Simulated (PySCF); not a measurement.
Simulated Cl 2p region for MeSiCl3 (`C[Si](Cl)(Cl)Cl`), binding energy against the vacuum level.

Every computed line was given a Gaussian of 0.4 eV full width at half maximum and an area set by the number of equivalent atoms (split 2:1 within a doublet); the highest printed point is 100. Computed, not measured: PySCF 2.14.0, delta-SCF UKS SCAN, pcX-2 on the ionised atom, pcseg-1 elsewhere, spin-free X2C.

```tsv
binding energy (eV)	intensity
206.0	1
206.1	5
206.2	17
206.3	44
206.4	79
206.5	100
206.6	90
206.7	57
206.8	26
206.9	8
207.0	2
207.1	0
207.2	0
207.3	0
207.4	0
207.5	0
207.6	0
207.7	1
207.8	5
207.9	14
208.0	30
208.1	46
208.2	50
208.3	38
208.4	21
208.5	8
208.6	2
208.7	0
```

Task: Count the maxima, the lines and the sites behind this envelope.

Result: The curve has 2 maxima (at 206.5 and 208.2 eV). Under it lie 2 lines from 1 inequivalent chlorine site, drawn as a 2p3/2, 2p1/2 pair.

Task: Decompose the envelope and assign each component. Numbering: `[CH3:1][Si:2]([Cl:3])([Cl:4])[Cl:5]`.

Result: 
```json
{"position (eV)": "206.52", "relative area": "2.00", "line": "Cl 2p3/2", "atoms": "Cl3/Cl4/Cl5", "environment": "silicon-bound chlorine"}
{"position (eV)": "208.17", "relative area": "1.00", "line": "Cl 2p1/2", "atoms": "Cl3/Cl4/Cl5", "environment": "silicon-bound chlorine"}
```

Task: What are the centre and the root-mean-square width of the whole band?

Result: The area-weighted mean of the lines is 207.07 eV. Their own spread about it is 0.78 eV (rms) and each Gaussian has σ = 0.4/2.355 = 0.17 eV; the variances add, which gives 0.80 eV.

Shake-up satellites, vibrational structure and lifetime widths aren't simulated. Atoms equivalent by their bonding share one computed value, that of the first of them. Spin–orbit coupling isn't in the SCF: each 2p doublet comes from a relaxed spin-free hole plus a matrix of the shell (mean-field spin–orbit coupling and the ground-state 2p splitting), with 2p3/2 averaged over its two sublevels. 2p1/2 minus 2p3/2 (ligand field included): Cl 1.65 eV. Isolated species at its GFN2-xTB geometry, gas phase.
